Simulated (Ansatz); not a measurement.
Cost and result for the atomization energy of C2H6AlFO, SMILES `CO[CH2][AlH][F]` (11 atoms, 10 bonds).

```xyz
11

C     1.1148   -0.6640   -0.9386
O     0.1587   -1.2210   -0.0889
C    -0.9592   -0.3621    0.0794
Al   -0.5151    1.1676    1.2501
F    -1.6634    2.3385    1.4656
H     0.7167   -0.5099   -1.9519
H     1.9626   -1.3478   -0.9872
H     1.4758    0.3113   -0.5657
H    -1.3787   -0.0670   -0.8949
H    -1.7405   -0.9593    0.5650
H     0.8282    1.3137    2.0671
```

Charge 0, multiplicity 1. All single points use the PBE0-D4/def2-TZVP geometry. It is one conformer, not always the lowest. Program: Ansatz. All runs use 4 threads of an Arm Neoverse V1 on a shared host. Times are those of one run each, without the atoms' runs, and a repeat can differ threefold. Electronic energies, without spin–orbit coupling; frozen cores. CCSD(T)/CBS adds CCSD(T) − MP2 in def2-TZVPP to the MP2 limit, and its time is that of the two runs behind it. T1 = 0.012. B3LYP takes the VWN-RPA correlation (the form of Gaussian; ORCA's B3LYP/G).

CCSD(T)/CBS is a level of theory with its own doubt, some kJ/mol a heavy atom from the limit and from the frozen cores, so smaller differences don't rank the functionals.

| level | functions | wall time |
| --- | --- | --- |
| PBE-D4/def2-TZVPP (with forces) | 250 | 2.3 s |
| PBE0-D4/def2-TZVPP | 250 | 2.5 s |
| B3LYP-D4/def2-TZVPP (with forces) | 250 | 4 s |
| r2SCAN-D4/def2-TZVPP (with forces) | 250 | 4.4 s |
| B2PLYP/def2-TZVPP | 250 | 4.5 s |
| ωB97X-V/def2-TZVPP | 250 | 7 s |
| ωB97M-V/def2-TZVPP (with forces) | 250 | 10 s |
| MP2/def2-QZVPP | 478 | 21 s |
| CCSD(T)/def2-TZVPP | 250 | 2.4 min |
| CCSD(T)/CBS(def2) | – | 2.7 min |

(1) What atomization energy does each give, and how far from CCSD(T)/CBS? (Estimate.)

Answers

(1) Computed: 
| level | atomization (kJ/mol) | difference from CCSD(T)/CBS | per bond |
| --- | --- | --- | --- |
| PBE-D4/def2-TZVPP (with forces) | 4104.6 | 57.4 | 5.7 |
| PBE0-D4/def2-TZVPP | 4023.0 | -24.2 | -2.4 |
| B3LYP-D4/def2-TZVPP (with forces) | 4030.7 | -16.5 | -1.6 |
| r2SCAN-D4/def2-TZVPP (with forces) | 4047.6 | 0.4 | 0.0 |
| B2PLYP/def2-TZVPP | 3997.2 | -50.0 | -5.0 |
| ωB97X-V/def2-TZVPP | 4046.1 | -1.1 | -0.1 |
| ωB97M-V/def2-TZVPP (with forces) | 4047.7 | 0.5 | 0.1 |
| MP2/def2-QZVPP | 4081.9 | 34.7 | 3.5 |
| CCSD(T)/def2-TZVPP | 3942.7 | -104.5 | -10.4 |
| CCSD(T)/CBS(def2) | 4047.2 | 0.0 | 0.0 |

In def2-TZVPP, CCSD(T) changes the Hartree–Fock value by +995.1 kJ/mol (the triples alone add +56.1 kJ/mol) and MP2 by +1071.7 kJ/mol; breaking electron pairs costs correlation energy, which Hartree–Fock lacks. From PBE to PBE0 (25 % exact exchange), in def2-TZVPP and without D4, the atomization energy moves by −78.7 kJ/mol: exact exchange takes away binding that semilocal exchange gives to molecules. The D4 term adds +28.9 kJ/mol with B3LYP and +15.2 kJ/mol with PBE0; it sums over pairs of atoms, weighted by their polarisabilities, and B3LYP, whose exchange is more repulsive, gets the larger term.
